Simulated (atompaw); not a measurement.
## P: PAW (atompaw) pseudisation with PBE, scalar-relativistic reference atom.

```
Element                 : P (Z = 15)
Generator               : atompaw 4.2.0.5
Type                    : PAW
Functional              : PBE
Relativity              : scalar-relativistic
Frozen core             : [Ne]
Valence charge          : 5
Reference configuration : 3s2 3p2 (charge +1)
Partial waves           : 3s (bound): rc 1.60 bohr; 3s channel at -1.4 Ry: rc 1.60 bohr; 3p (bound): rc 1.60 bohr; 3p channel at 1.4 Ry: rc 1.60 bohr; 3d channel at 0.05 Ry: rc 1.55 bohr
Local potential         : troulliermartins scheme with l = 3 at -0.5 Ry, radius 1.20 bohr
Core correction         : smooth core density matched at 1.25 bohr
Augmentation charge     : sinc compensation charge, radius 1.35 bohr; PAW radius 1.60 bohr; waves and projectors: custom polynom vanderbiltortho
```

Poles of the logarithmic derivatives, all-electron (AE) and pseudo (PS). s: poles at 3.5 (AE) and 3.5 (PS) Ry. p: poles at 4.5 (AE) and 3.8 (PS) Ry. d: poles at 4.6 (AE) and no energy (PS) Ry. Test radius 1.61 bohr.

- Cutoffs needed: 21 Ry and 30 Ry (the cutoffs (Ry, on a coarse ladder) from which the occupation-weighted sum of valence levels, in a spherical-Bessel basis at the reference potential, stays within 10 and 1 mRy of its value at 400 Ry)
- Ghost test: ghost state, extra bound levels that the all-electron valence spectrum of the same l lacks: s at -206.8 eV; a true bound ghost makes a file unfit for plane-wave use (spherical-Bessel basis up to 400 Ry, 20 bohr box)
- Lowest eigenvalue of the overlap operator: 0.19 (s channel)
- Overlap eigenvalues printed by atompaw (projector basis): 0.675, 0.725, 594, 1.31e+03, 4.63e+04
- Share of each valence orbital outside the PAW sphere: 3s 58 %, 3p 71 %
